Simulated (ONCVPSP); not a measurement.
**What one change does to a pseudopotential (Pd, ONCV)**

```
Element                 : Pd
Generator               : ONCVPSP 4.0.1
Type                    : optimised norm-conserving Vanderbilt (ONCV)
Functional              : PBE
Relativity              : scalar-relativistic
Frozen core             : [Ar] 3d10
Valence charge          : 18
Reference configuration : 4s2 4p6 4d10
Partial waves           : 4s: rc 1.05 bohr, ncon 4, nbas 7, qcut 7.9 1/bohr, 2 projectors, debl 3.4 Ha; 4p: rc 1.35 bohr, ncon 4, nbas 8, qcut 9.7 1/bohr, 2 projectors, debl 0.6 Ha; 4d: rc 1.30 bohr, ncon 3, nbas 8, qcut 7.4 1/bohr, 2 projectors, debl 2.6 Ha; f scattering state at 0.1 Ha: rc 1.20 bohr, ncon 3, nbas 7, qcut 9.2 1/bohr, 2 projectors, debl 1.3 Ha
Local potential         : polynomial inside 0.75 bohr (lpopt 3, dvloc0 0 Ha)
Core correction         : Teter function fitted to the true core (icmod 2), fcfact 0.45
```

In the p channel the program set the typed energies aside and used -1.882, 0.250 Ha.

Change: s: rc 1.4.

Cutoffs: the cutoffs (Ha) at which the residual kinetic energy of the hardest occupied pseudo-wave falls to 1 and 0.1 mHa per electron; they do not see the model core or the augmentation charge, which bear on the density cutoff. Errors are all-electron minus pseudo energies relative to the spin-unpolarised reference configuration.

Task: Predict the effect on cutoff, ghosts and configuration errors.

Result: The potential gets softer (76 Ha and 108 Ha → 33 Ha and 100 Ha); the errors of the 3 common tests hardly move; neither file shows a bound ghost. A larger radius leaves more room for a smooth pseudo-wave, so fewer plane waves are needed.

```tsv
quantity	base	changed
cutoff, loose	76 Ha	33 Ha
cutoff, tight	108 Ha	100 Ha
loose cutoff by channel	s 76 Ha, p 33 Ha, d 27 Ha	s 26 Ha, p 33 Ha, d 27 Ha
bound ghosts	none	none
GHOST(+) flags under 300 eV	s at 174.0 eV	s at 145.3 eV
tests with a reliable result	3 of 4	3 of 4
error for 4s2 4p6 4d9, meV [ΔE 9.12 eV]	-3.6	-3.7
error for 4s2 4p6 4d8, meV [ΔE 29.93 eV]	-11	-11
error for 4s2 4p5 4d10, meV [ΔE 57.17 eV]	-64	-62
p: phases at 1.37 bohr within 0.05 rad from the reference energy up to (Ha; the scan ends near 5)	to the end of the scan	to the end of the scan
d: phases at 1.32 bohr within 0.05 rad from the reference energy up to (Ha; the scan ends near 5)	to the end of the scan	to the end of the scan
f: phases at 1.22 bohr within 0.05 rad from the reference energy up to (Ha; the scan ends near 5)	to the end of the scan	to the end of the scan
rms error of d²Exc/dni dnj with the model core, mHa	0.59	1.12
```
